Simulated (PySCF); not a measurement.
## Two-component Hartree-Fock for Sc²⁺ (scandium, charge +2)

Start: [Ar] 3d1; 3d3/2 filled at m_j = +3/2. Calculated with PySCF 2.14 in x2c-TZVPall-2c: generalised Hartree-Fock with the X2C-1e Hamiltonian and a Gaussian nucleus; one run each with spin-orbit coupling (SO) switched off, then screened by Boettger's factors.

```
spinor shell  electrons  ε, spin-free (eV)  ε, screened SO (eV)  weight of nominal j (screened SO)  rms radius, screened SO (bohr)
       1s1/2          2            -4554.8              -4554.8                              1.000                          0.0844
       2s1/2          2            -539.29              -539.27                              1.000                           0.370
       2p1/2          2            -442.03              -445.39                              1.000                           0.338
       2p3/2          4            -442.03              -440.36                              1.000                           0.340
       3s1/2          2            -85.512              -85.503                              1.000                            1.15
       3p1/2          2            -58.000              -59.079                              0.925                            1.26
       3p3/2          4            -58.000              -57.451                              0.963                            1.27
       3d3/2          1            -24.522              -24.537                              0.965                            1.74
```

| quantity | spin-free | screened SO |
| --- | --- | --- |
| E (hartree) | -762.62549 | -762.63065 |
| M_J | 3/2 | 3/2 |
| ⟨J²⟩ | 4.190 | 3.925 |
| ⟨L²⟩ | 6.005 | 6.005 |
| ⟨S²⟩ | 0.751 | 0.751 |

Each row is a mean over spinors that exchange with the open shell spreads, by up to 3.760 eV (3p1/2).

⟨J²⟩ departs a little from M_J(M_J + 1) because the unrestricted spinors polarise the closed shells.

Without spin-orbit coupling the j labels of p, d and f shells carry no meaning; the spin-free column gives the mean over the occupied spinors of each nl shell, and its ⟨J²⟩ belongs to a mixture of degenerate components.
